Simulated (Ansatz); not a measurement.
Stretching the Te1–H2 bond in GeH4Te (SMILES [GeH3][TeH]) (multiplicity 1 held, fragments rigid). Energies count from the point at 1.663 Å.
Geometry at that point (charge 0, multiplicity 1):
| atom | x (Å) | y (Å) | z (Å) |
|---|---|---|---|
| Te | -0.0990 | 0.8069 | 0.6543 |
| H | 0.2623 | 1.8715 | -0.5710 |
| Ge | 0.1362 | -1.2174 | -0.9315 |
| H | 1.5605 | -1.2952 | -1.5033 |
| H | -0.1526 | -2.4507 | -0.0626 |
| H | -0.8826 | -1.1284 | -2.0785 |

Signs of static correlation in def2-SVP, with CASSCF(2,2), from Ansatz (an electronic-structure program) runs.

```tsv
R (Å)	T1 of restricted CCSD	⟨S²⟩ of UHF	largest double amplitude of restricted CCSD	weight of the CASSCF reference in MRCISD	CASSCF natural occupations
1.330	0.010	0.000	0.071	0.897	1.98 0.02
1.497	0.010	0.000	0.071	0.896	1.98 0.02
1.663	0.011	0.000	0.067	0.896	1.97 0.03
1.829	0.012	0.000	0.080	0.896	1.95 0.05
1.995	0.013	0.000	0.124	0.896	1.92 0.08
2.245	0.015	(withheld)	0.124	0.896	1.86 0.14
2.494	0.019	0.709	(withheld)	0.896	1.77 0.23
2.910	0.027	0.912	0.439	0.896	1.56 0.44
3.326	0.035	0.978	0.594	0.896	1.36 0.64
3.825	0.040	1.001	0.739	0.896	1.19 0.81
4.490	0.041	1.008	0.850	0.896	1.07 0.93
5.321	0.040	1.009	0.907	0.897	1.02 0.98
```

### Question
What belongs in the gaps?

### Answer

- 2.245, ⟨S²⟩ of UHF: 0.405
- 2.494, largest double amplitude of restricted CCSD: 0.275

Doubts at one or more of the structures used: a restricted determinant that unrestricted orbitals would lower (R-CCSD(T)/def2-SVP); other coupled-cluster roots lie near (R-CCSD(T)/def2-SVP); a spin-contaminated determinant (U-CCSD(T)/def2-SVP); T1 above 0.05 (U-CCSD(T)/def2-SVP).
